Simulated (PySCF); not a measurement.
**How the method moves the HOMO and LUMO of `COC(=O)C[SiH3]`**

Species: C3H8O2Si.
Geometry (PBE0-D3(BJ)/def2-SVP, Å), atoms numbered from 1 in this order:
```xyz
14
C3H8O2Si angstrom
C      2.3994    0.4249    0.2480
O      1.0604    0.4054    0.7082
C      0.3790   -0.7283    0.4780
O      0.8560   -1.6796   -0.0820
C     -1.0303   -0.6199    0.9718
Si    -2.1279    0.4543   -0.1447
H      2.4397    0.3225   -0.8469
H      2.8164    1.3922    0.5517
H      2.9795   -0.3973    0.6920
H     -1.0430   -0.1602    1.9721
H     -1.4579   -1.6304    1.0274
H     -2.0707   -0.0464   -1.5498
H     -1.6747    1.8750   -0.1069
H     -3.5344    0.3734    0.3518
```

Basis pcSseg-1 throughout (PySCF), one geometry. Isolated species at its PBE0-D3(BJ)/def2-SVP geometry (one conformer only).

**Question.** How do the orbital energies, the gap and the dipole change with the method?

**Answer.** 
```tsv
method	kind	HOMO (eV)	LUMO (eV)	gap (eV)	μ (D)	SCF cycles
BLYP	GGA	-6.17	-0.75	5.41	1.75	15
OPBE	GGA	-6.24	-0.78	5.46	1.73	15
PBE	GGA	-6.29	-0.89	5.40	1.75	15
B97-D	GGA	-6.32	-0.80	5.52	1.77	15
BP86	GGA	-6.42	-0.98	5.43	1.76	15
KT3	GGA	-6.43	-0.84	5.59	1.72	16
KT2	GGA	-6.48	-0.87	5.60	1.73	15
LDA	LDA	-6.50	-1.14	5.36	1.78	15
B97-2	global hybrid	-7.69	0.10	7.78	1.81	14
B3LYP	global hybrid	-7.69	-0.08	7.62	1.81	14
PBE0	global hybrid	-7.98	0.16	8.14	1.81	14
mPW1PW91	global hybrid	-8.03	0.14	8.17	1.82	14
CAM-B3LYP	range-separated hybrid	-9.43	1.35	10.79	1.83	14
BHandHLYP	global hybrid	-9.58	1.33	10.91	1.88	13
wB97X-D	range-separated hybrid	-9.93	1.99	11.92	1.85	14
LC-wPBE	range-separated hybrid	-10.78	2.54	13.32	1.82	14
HF	Hartree–Fock	-12.07	3.74	15.81	2.01	11
```

The HOMO spans 5.90 eV, from BLYP down to HF, and the gap runs from 5.36 eV (LDA) to 15.81 eV (HF). Over the methods BLYP (0 %), OPBE (0 %), PBE (0 %), B97-D (0 %), BP86 (0 %), KT3 (0 %), KT2 (0 %), LDA (0 %), B97-2 (21 %), B3LYP (20 %), PBE0 (25 %), mPW1PW91 (25 %), BHandHLYP (50 %), HF (100 %), a straight line through the gap against the share of exact exchange rises by 1.04 eV for each 10 % (correlation coefficient 0.999). The dipole ranges from 1.72 D (KT3) to 2.01 D (HF). This basis has no diffuse functions.
